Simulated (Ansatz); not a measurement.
Consider the substitution at a C–N bond: `BN(C)[SiH2]Cl` + `[OH][Al]([Cl])[Cl]` → `C[O][Al]([Cl])[Cl]` + `BN[SiH2]Cl`.

Program: Ansatz. Geometries: PBE0-D4/def2-TZVP. ΔE: electronic, gas phase. CCSD(T)/CBS adds triple-zeta CCSD(T) − MP2 to the extrapolated MP2 energy (def2 sets, frozen cores). Functionals use def2-TZVPP. Each species was taken in one conformer, which may not be the lowest.

```tsv
level	ΔE (kJ/mol)
B97M-V	22.0
BHLYP-D4	19.3
PBE0	23.1
CAM-B3LYP	17.8
CCSD(T)/def2-SVP	21.0
MP2/def2-TZVPP	32.1
HF/def2-QZVPP	7.3
CCSD/CBS(def2)	25.9
```

Problem. What does CCSD(T)/CBS give? (Best estimate.)

Solution. Ansatz gave: +28.6 kJ/mol. The listed levels differ from it by -6.6, -9.3, -5.5, -10.8, -7.6, 3.5, -21.3, -2.7 kJ/mol.

Largest T1 diagnostic among the species: 0.011.

The D4 term adds +5.5 kJ/mol with B3LYP and +2.9 kJ/mol with PBE0; it sums over pairs of atoms, weighted by their polarisabilities, and B3LYP, whose exchange is more repulsive, gets the larger term. In def2-TZVPP, CCSD(T) changes the Hartree–Fock value by +19.9 kJ/mol (the triples alone add +2.7 kJ/mol) and MP2 by +24.6 kJ/mol. At CCSD(T), def2-SVP lies −7.6 kJ/mol from the extrapolated value and def2-TZVPP −1.2 kJ/mol.

B3LYP here is the variant with VWN-RPA as its local correlation; programs differ in this.
